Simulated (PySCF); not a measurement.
Species: C7H13NP (charge -1).
Geometry (PBE0-D3(BJ)/def2-SVP, Å), atoms numbered from 1 in this order:
```
atom  x, y, z in Å
C1     4.634   -0.601   -0.715
C2     3.377    0.207   -0.794
C3     2.130   -0.269   -0.520
P4     0.537    0.537   -0.564
N5    -0.474   -0.864   -0.043
C6    -1.196   -0.738    1.201
C7    -2.569   -0.128    0.833
C8    -2.774   -0.564   -0.633
C9    -1.477   -1.343   -0.964
H10    5.375   -0.204    0.013
H11    4.410   -1.637   -0.404
H12    5.181   -0.670   -1.681
H13    3.496    1.257   -1.098
H14    2.054   -1.327   -0.217
H15   -1.358   -1.739    1.664
H16   -0.624   -0.124    1.911
H17   -3.383   -0.459    1.501
H18   -2.507    0.969    0.901
H19   -2.857    0.316   -1.289
H20   -3.684   -1.172   -0.776
H21   -1.136   -1.201   -1.999
H22   -1.662   -2.431   -0.810
```

All values: PBE0/pcSseg-1 (PySCF, non-relativistic), on one gas-phase PBE0-D3(BJ)/def2-SVP geometry that isn't relaxed in the solvent. The solvent is an IEF-PCM continuum (cavity from Bondi-type radii × 1.2). The model holds no explicit solvent molecules, cavitation or dispersion.

Gas phase at PBE0/pcSseg-1: HOMO 0.66 eV, LUMO 4.74 eV.

Task: What does the continuum do to the energy and the frontier levels at PBE0/pcSseg-1 in dichloromethane?

Result: 
```json
{"solvent": "dichloromethane", "ε": "8.93", "E(solvent) − E(gas) (kcal/mol)": "-48.98", "polarisation term (kcal/mol)": "-52.67", "distortion of the solute (kcal/mol)": "3.69", "HOMO (eV)": "-3.26", "LUMO (eV)": "1.73"}
```

The polarisation term is half the interaction of the solute with the surface charges that it induces; the rest is the cost of distorting the solute's density. The sum is the electrostatic part of solvation alone.

Task: Which radius a makes Born's formula ΔE = −(q²/2a)(1 − 1/ε) give the value in dichloromethane?

Result: a = q²(1 − 1/ε)/(2|ΔE|) = 3.01 Å, with q = -1 e and |ΔE| = 0.0781 Eh; the farthest nucleus lies 5.15 Å from the centroid of the nuclei. The formula assumes a point charge at the centre of a sphere.

Task: Which IAO charges (PBE0/pcSseg-1) respond most in dichloromethane (means over atoms taken as equivalent)?

Result: 
```json
{"atoms": "P4", "environment": "phosphorus bonded to C and N", "gas (e)": "-0.135", "solvent (e)": "-0.217", "change": "-0.082"}
{"atoms": "C3", "environment": "alkene CH carbon", "gas (e)": "-0.336", "solvent (e)": "-0.361", "change": "-0.025"}
{"atoms": "H10/H11/H12", "environment": "methyl hydrogen", "gas (e)": "+0.106", "solvent (e)": "+0.125", "change": "+0.019"}
{"atoms": "N5", "environment": "nitrogen bonded to 2 C and P", "gas (e)": "-0.431", "solvent (e)": "-0.448", "change": "-0.017"}
{"atoms": "C1", "environment": "allylic carbon", "gas (e)": "-0.391", "solvent (e)": "-0.406", "change": "-0.015"}
{"atoms": "C2", "environment": "alkene CH carbon", "gas (e)": "-0.287", "solvent (e)": "-0.275", "change": "+0.012"}
{"atoms": "H17/H18/H19/H20", "environment": "methylene hydrogen", "gas (e)": "+0.115", "solvent (e)": "+0.126", "change": "+0.011"}
{"atoms": "H13", "environment": "vinylic hydrogen", "gas (e)": "+0.096", "solvent (e)": "+0.106", "change": "+0.010"}
{"atoms": "H15/H16/H21/H22", "environment": "methylene hydrogen", "gas (e)": "+0.111", "solvent (e)": "+0.118", "change": "+0.007"}
{"atoms": "C6/C9", "environment": "sp3 carbon bound to nitrogen", "gas (e)": "-0.145", "solvent (e)": "-0.151", "change": "-0.006"}
{"atoms": "H14", "environment": "vinylic hydrogen", "gas (e)": "+0.115", "solvent (e)": "+0.119", "change": "+0.004"}
{"atoms": "C7/C8", "environment": "ring CH2 carbon", "gas (e)": "-0.282", "solvent (e)": "-0.285", "change": "-0.003"}
```

Task: Which Mayer bond orders change most in dichloromethane?

Result: 
```
 bond  length (Å)    gas  solvent  change
C3–P4       1.785  1.145    1.095  -0.050
C2–C3       1.363  1.688    1.708  +0.020
N5–C6       1.444  1.002    0.982  -0.020
C9–N5       1.444  1.003    0.983  -0.020
P4–N5       1.805  0.818    0.834  +0.016
C1–C2       1.496  1.066    1.057  -0.009
C6–C7       1.546  1.011    1.015  +0.004
C8–C9       1.549  1.009    1.013  +0.004
```

Hardware: one thread, Intel Xeon Platinum 8488C (x86_64), on a shared host. Cost: 60 s, 1.3 GiB resident at most. This is the whole shielding run at PBE0/pcSseg-1 in dichloromethane, SCF included.
